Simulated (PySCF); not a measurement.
**Energy of Si²⁺ (silicon, charge +2) between two integer charges**

The 3s beta orbital of [Ne] 3s2 is emptied in steps (occupation f), with all orbitals relaxed, ending at [Ne] 3s1. Computed with PySCF 2.14 in jorge-DZP-DKH (7s4p1d, 24 functions), with scalar relativity by spin-free X2C-1e. The exact energy is a straight line in f; departures are measured from the line between the end points of the same method.

```tsv
f	UHF (eV)	LDA (eV)	PBE (eV)	PBE0 (eV)	r2SCAN (eV)	BHandHLYP (eV)	r2SCAN0 (eV)
1	0.000	0.000	0.000	0.000	0.000	0.000	0.000
0.9	0.016	-0.445	-0.445	-0.329	-0.379	-0.236	-0.286
0.7	0.036	-1.031	-1.037	-0.765	-0.862	-0.556	-0.654
0.5	0.041	-1.216	-1.232	-0.908	-0.992	-0.672	-0.755
0.3	0.033	-1.009	-1.032	-0.760	-0.791	-0.578	-0.609
0.1	0.014	-0.425	-0.433	-0.318	-0.315	-0.256	-0.250
0	0.000	0.000	0.000	0.000	0.000	0.000	0.000
```

```json
{"method": "UHF", "E(f=0) − E(f=1) (eV)": "32.019", "−ε at f=1 (eV)": "32.200", "−ε at f=0.5 (eV)": "32.011"}
{"method": "LDA", "E(f=0) − E(f=1) (eV)": "33.613", "−ε at f=1 (eV)": "28.662", "−ε at f=0.5 (eV)": "33.677"}
{"method": "PBE", "E(f=0) − E(f=1) (eV)": "33.480", "−ε at f=1 (eV)": "28.533", "−ε at f=0.5 (eV)": "33.493"}
{"method": "PBE0", "E(f=0) − E(f=1) (eV)": "33.337", "−ε at f=1 (eV)": "29.678", "−ε at f=0.5 (eV)": "33.352"}
{"method": "r2SCAN", "E(f=0) − E(f=1) (eV)": "32.928", "−ε at f=1 (eV)": "28.668", "−ε at f=0.5 (eV)": "33.149"}
{"method": "BHandHLYP", "E(f=0) − E(f=1) (eV)": "33.375", "−ε at f=1 (eV)": "30.767", "−ε at f=0.5 (eV)": "33.312"}
{"method": "r2SCAN0", "E(f=0) − E(f=1) (eV)": "32.967", "−ε at f=1 (eV)": "29.753", "−ε at f=0.5 (eV)": "33.113"}
```

Orbital energy along the path (eV):

| f | UHF | LDA | PBE | PBE0 | r2SCAN | BHandHLYP | r2SCAN0 |
| --- | --- | --- | --- | --- | --- | --- | --- |
| 1 | -32.200 | -28.662 | -28.533 | -29.678 | -28.668 | -30.767 | -29.753 |
| 0.9 | -32.158 | -29.673 | -29.528 | -30.417 | -29.604 | -31.270 | -30.453 |
| 0.7 | -32.080 | -31.688 | -31.514 | -31.890 | -31.404 | -32.282 | -31.800 |
| 0.5 | -32.011 | -33.677 | -33.493 | -33.352 | -33.149 | -33.312 | -33.113 |
| 0.3 | -31.949 | -35.608 | -35.472 | -34.809 | -34.666 | -34.391 | -34.257 |
| 0.1 | -31.894 | -37.445 | -37.474 | -36.278 | -35.891 | -35.606 | -35.243 |
| 0 | -31.868 | -38.173 | -37.600 | -36.295 | -35.714 | -36.199 | -35.321 |

As f goes to zero the orbital energy of a semilocal functional can turn back, because the density of that orbital vanishes from the exchange-correlation potential.

Reference removal energy between the ground levels: 33.493 eV (measured; NIST Atomic Spectra Database, ionization energies). UHF lacks correlation.
